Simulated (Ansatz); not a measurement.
Consider the ligand exchange at the Si–S bond: `C=C(Cl)S[SiH3]` + `[OH][AlH][CH2]F` → `F[CH2][AlH][O][SiH3]` + `C=C(S)Cl`.

Isolated molecules relaxed with PBE0-D4/def2-TZVP in Ansatz; ΔE leaves out vibrations. CBS: MP2 limit from def2 TZ/QZ plus the TZ coupled-cluster correction, frozen cores. Functionals use def2-TZVPP. B3LYP here is the variant with VWN-RPA as its local correlation; programs differ in this. Each species was taken in one conformer, which may not be the lowest.

```
             level  ΔE (kcal/mol)  difference from CCSD(T)/CBS
           PBE0-D4          -10.1                          2.1
          B3LYP-D4          -12.8                         -0.6
           ωB97X-V          -12.6                         -0.4
            B2PLYP          -13.7                         -1.5
               PBE           -9.3                          2.9
            r2SCAN          -11.9                          0.3
              PBE0          -10.7                          1.5
             B3LYP          -14.1                         -1.9
    MP2/def2-TZVPP          -12.1                          0.1
SCS-MP2/def2-TZVPP          -13.9                         -1.7
CCSD(T)/def2-TZVPP          -13.0                         -0.8
    MP2/def2-QZVPP          -11.8                          0.4
SCS-MP2/def2-QZVPP          -13.5                         -1.3
      HF/CBS(def2)          -19.4                         -7.2
     MP2/CBS(def2)          -11.2                          1.0
    CCSD/CBS(def2)          -13.3                         -1.1
       CCSD(T)/CBS          -12.2                            0
```

Largest T1 diagnostic among the species: 0.012.

From PBE to PBE0 (25 % exact exchange), in def2-TZVPP and without D4, ΔE moves by −1.4 kcal/mol. In def2-TZVPP, CCSD(T) changes the Hartree–Fock value by +5.8 kcal/mol (the triples alone add +1.1 kcal/mol) and MP2 by +6.8 kcal/mol. The D4 term adds +1.2 kcal/mol with B3LYP and +0.6 kcal/mol with PBE0; it sums over pairs of atoms, weighted by their polarisabilities, and B3LYP, whose exchange is more repulsive, gets the larger term.
